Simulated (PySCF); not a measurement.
# Ionisation energy of Ru(37+) by level of theory

Ru(37+) [He] 2s2 2p3 (4S) → Ru(38+) [He] 2s2 2p2 (3P), as a difference of total energies. Computed with PySCF 2.14 in an even-tempered Gaussian basis (17 s from 15 bohr⁻², ratio 2.2; 10 p from 19 bohr⁻², ratio 2.2; 6 d from 75 bohr⁻², ratio 2.4; 5 f from 110 bohr⁻², ratio 2.4; 4 g from 170 bohr⁻², ratio 2.4), with the non-relativistic Hamiltonian (point nucleus). Correlated levels: nothing frozen; virtual orbitals above 40 to 60 times the deepest correlated orbital energy dropped. The calculations carry no spin-orbit coupling.

| method | ionisation energy (eV) |
| --- | --- |
| UHF | 5330.1 |
| LDA | 5326.3 |
| PBE | 5327.0 |
| r2SCANh | 5330.7 |
| B2PLYP | 5328.9 |
| MP2 (all electrons) | 5329.5 |
| SCS-MP2 (all electrons) | 5328.8 |

**Question.** Estimate what r2SCAN gives.

**Answer.** 5330.6 eV, closest to r2SCANh among the rows shown.

**Question.** Estimate what PBE0 gives.

**Answer.** 5328.1 eV, closest to SCS-MP2 (all electrons) among the rows shown.

Spin-orbit coupling is strong in these open shells (close to jj coupling). The scalar numbers leave it out and a first-order estimate fails, so it can dominate the gap to the real levels.

All relativistic terms are absent from these numbers, so their closeness to the reference says little about the methods.

For comparison: 5330 ± 40 eV (semi-empirical (NIST evaluation); NIST Atomic Spectra Database, ionization energies).
